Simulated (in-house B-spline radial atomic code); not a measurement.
RPA and G0W0 on BLYP: neutral cadmium

Configuration [Kr] 4d10 5s2, mean-field start BLYP. Computed with an all-electron radial atomic-structure program (B-spline basis): all electrons, scalar-relativistic (spin-free one-electron X2C), finite nucleus, each spin shell either full or empty, empty states to l = 9 with an (l + 1/2)⁻⁴ tail; G0W0 by contour deformation at full frequency.

Command:
```bash
python run_gw.py task.json out
```
Settings (radii: box in bohr, nucleus in fm):
```
Z                        48
electrons                48
configuration            [Kr] 4d10 5s2
hamiltonian              x2c
method                   b88,lyp
lmax                     9
rms_radius               4.6087
spin_polarised           False
box_radius               40
intervals                72
ion_configuration        [Kr] 4d10 5s1
```

Time taken, with all properties: 8.9 s on 1 thread of Arm Neoverse V2 (shared host).

Energies (hartree):

```json
{"term": "mean-field total", "value": "-5594.24711"}
{"term": "Hartree-Fock functional on these orbitals", "value": "-5591.34497"}
{"term": "direct second order", "value": "-4.4413"}
{"term": "second-order exchange", "value": "1.2252"}
{"term": "SOSEX correction", "value": "1.1099"}
```

Q: What is the RPA correlation energy, and what remains with SOSEX?

A: RPA gives -3.7738 hartree (-2.14 eV per electron); RPA + SOSEX gives -2.664, and the second-order doubles -3.2161 hartree (no singles). RPA lacks exchange-type terms and so overcorrelates at short range.

Quasi-particle levels (eV):

| level | occupied | mean field | Σx - vxc | Σc | QP weight | G0W0 |
| --- | --- | --- | --- | --- | --- | --- |
| 5s | yes | -5.645 | -2.07 | ? | ? | ? |
| 5p | no | -1.191 | 2.73 | -0.97 | 0.913 | 0.567 |

G0W0 = mean field + (Σx - vxc) + Σc, with Σc (partial-wave tail included) taken at the quasi-particle energy. Only the outer levels were computed. Levels of low weight are left out. An empty level above zero is unbound and depends on the box.

Q: Where does G0W0 put 5s?

A: At -9.061 eV, with Σc = -1.35 eV and a quasi-particle weight of 0.811. The tabulated removal energy is 8.994 eV (NIST, measured); the calculation leaves out spin-orbit coupling, Breit and QED terms, and what these don't explain is the method's own error.

Q: What does it cost to remove one electron (to [Kr] 4d10 5s1) by differences of total energies, each species on its own start (correlation terms add to the Hartree-Fock functional)?

A: BLYP 9.141 eV, Hartree-Fock functional 7.230 eV, + RPA 9.361 eV, + RPA + SOSEX 8.852 eV, + second order 10.562 eV. Tabulated: 8.994 eV (NIST, measured); the calculation leaves out spin-orbit coupling, Breit and QED terms, and what these don't explain is the method's own error.
